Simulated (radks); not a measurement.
Results of a calculation; reference values are marked as such.
Problem. The magnesium ion Mg+, [Ne] 3s1. Level of theory: non-relativistic Kohn-Sham, exchange-only PBE, spin-polarised, spherical densities, point nucleus (a radial shooting solver on a logarithmic mesh with Libxc functionals). Every spin shell is full or empty, so the densities are truly spherical. Functionals are evaluated on that one density, not self-consistently. Rank these orbital-free kinetic functionals by their error against the exact value of the orbitals, and give that value: Thomas-Fermi, von Weizsacker, TF + vW, TF + vW/9, TF + vW/5, LC94, APBEK, revAPBEK, Perdew 92, Thakkar, LKT, PG1, DePristo-Kress, Ernzerhof.

Solution. Exact: 199.294 hartree. From best to worst, with 100 (|E| - |E exact|)/|E exact| (equal figures are ties): Thakkar -0.05, LC94 +0.06, DePristo-Kress -0.08, APBEK +0.20, Ernzerhof +0.23, Perdew 92 -0.55, TF + vW/9 -0.56, revAPBEK +0.62, TF + vW/5 +5.34, Thomas-Fermi -7.94, PG1 +27.97, von Weizsacker -33.60, LKT +34.22, TF + vW +58.46.
